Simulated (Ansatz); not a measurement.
Computed with Ansatz on PBE0-D4/def2-TZVP structures; ΔE is electronic, products minus reactants. CCSD(T)/CBS is the MP2 limit (def2-TZVPP, def2-QZVPP) plus CCSD(T) − MP2 in def2-TZVPP, frozen cores. This one scheme is used for every species, atoms too. Open shells (•) are unrestricted, without spin–orbit coupling. Spin–orbit coupling would lower the free atoms: a little for Cl. def2 core potentials past Kr. For Sn outer-core shells are correlated without core-valence functions, so the limit isn't a true one: a few kJ/mol of doubt a bond, and 10 to 20 or more in all where bonds break to atoms.

Consider the homolysis of the Cl–Sn bond: `C#[C][SnH]([F])[Cl]` → Cl• + `C#[C][SnH][F]`•.

```
              species  CCSD(T)/CBS(def2) energy (Eh)
`C#[C][SnH]([F])[Cl]`                     -850.91139
                  Cl•                     -459.70966
     `C#[C][SnH][F]`•                     -391.04792
```

**Question.** Work out ΔE.

**Answer.** ΔE = (-459.70966) + (-391.04792) − (-850.91139) = 0.15381 Eh = +403.8 kJ/mol.

Largest T1 diagnostic among the species: 0.018.

In def2-TZVPP, CCSD(T) changes the Hartree–Fock value by +93.9 kJ/mol (the triples alone add +9.6 kJ/mol) and MP2 by +117.1 kJ/mol; breaking electron pairs costs correlation energy, which Hartree–Fock lacks. Leaving LDA and LC-ωPBE aside and taking each functional with its dispersion term where it has one, the values, not all of them listed here, spread over 39.8 kJ/mol, from BLYP-D4 to B97M-V. LDA lies +57.1 kJ/mol from PBE without D4, its usual overbinding. At CCSD(T), def2-SVP lies −43.6 kJ/mol from the extrapolated value and def2-TZVPP −21.8 kJ/mol: correlation converges slowly with the basis, and small sets miss more of it in the bonded molecule than in its fragments.
